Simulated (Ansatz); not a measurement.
# Relative stability

Two isomers of CH2SSe, closed shell, relaxed at PBE0-D4/def2-TZVP (vibrations not checked).

A:

S1  (0.743, 1.092, 0.222)
C2  (-0.319, -0.235, 0.380)
Se3  (-0.786, -1.441, -0.817)
H4  (-0.727, -0.277, 1.390)
H5  (1.064, 0.881, -1.069)
(Å)

B:

```tsv
atom	x (Å)	y (Å)	z (Å)
C1	-0.1233	0.3041	-0.1740
S2	-0.3626	-0.5542	1.3648
Se3	1.0261	-1.2592	-0.1994
H4	-0.9483	0.2622	-0.8759
H5	0.4081	1.2471	-0.1156
```

Ansatz 0.2.0; basis: def2-TZVPP; cores frozen in the correlated methods. Filled d shells of the heavier atoms are correlated. The def2 sets are not built for correlating such inner shells, so the correlated values are less sure here. B3LYP uses VWN-RPA correlation.

Which structure is lower at CCSD(T), and by how much? (An estimate is asked for; the value comes from the calculation.)

By the calculation: B, by 17.9 kJ/mol (electronic energy, against the other). By their contacts, A is CH₂SSe ([SH][CH][Se]) and B is CH₂SSe ([CH2]1[S][Se]1).

All methods give the same order:

```tsv
method	E(B) − E(A) (kJ/mol)
PBE-D4	-14.7
r2SCAN-D4	-11.5
PBE0-D4	-25.2
B3LYP-D4	-8.2
wB97M-V	-25.7
HF	-16.2
MP2	-25.6
CCSD	-21.3
CCSD(T)	-17.9
```

No T1 diagnostic of these runs exceeds 0.017. The restricted Hartree–Fock reference is unstable towards an unrestricted one at one or more of these structures.

Labels in which every atom is bracketed show which atoms are joined, not bond orders.
